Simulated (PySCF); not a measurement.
# UHF on Ar⁺ (argon, charge +1)

Configuration: [Ne] 3s2 3p5, 2P determinant. All numbers are calculated (PySCF 2.14, scalar relativity by spin-free X2C-1e, in jorge-DZP-DKH (7s4p1d, 24 functions)).

* Total energy: -528.073936 hartree
* One-electron energy: -721.8485 hartree
* Hartree (Coulomb) energy: 223.7877 hartree
* Exchange energy: -30.0131 hartree
* ⟨S²⟩: 0.7553
* ⟨L²⟩: 2.017
* Sum of ⟨r⟩: 13.80 bohr
* Sum of ⟨r²⟩: 20.29 bohr²
* Traceless quadrupole moment −½Σ⟨3z² − r²⟩ along its main axis: 1.22 e·bohr²
* Langevin diamagnetic susceptibility: -16.1 ×10⁻⁶ cm³/mol
* Time after the integrals: 0.18 s of wall time on 1 thread of Intel(R) Xeon(R) Platinum 8559C (shared host)

```csv
shell,electrons,mean orbital energy (eV),spread (eV),"rms radius, mean of both spins (bohr)"
1s α,1,-3255.1,0,0.0991
1s β,1,-3254.6,0,0.0991
2s α,1,-351.89,0,0.446
2s β,1,-351.50,0,0.446
2p α,3,-274.89,0.873,0.417
2p β,3,-274.19,0.636,0.417
3s α,1,-48.830,0,1.48
3s β,1,-45.006,0,1.48
3p α,3,-29.152,2.360,1.70
3p β,2,-27.565,0,1.70
```

Densities and radii are taken from the X2C orbitals without a picture-change correction, which distorts them close to the nucleus.
